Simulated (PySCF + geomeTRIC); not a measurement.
Species: [Hf(Cl)4] (charge 0, multiplicity 1).

Question: Give a relaxed geometry from PySCF + geomeTRIC with BP86-D3(BJ)/def2-SVP.

Answer: the end point of this relaxation.
Z-matrix (Å, degrees):
```
Hf
Cl 1 2.3377
Cl 1 2.3379 2 109.48
Cl 1 2.3380 2 109.42 3 119.93
Cl 1 2.3380 2 109.43 4 120.10
```
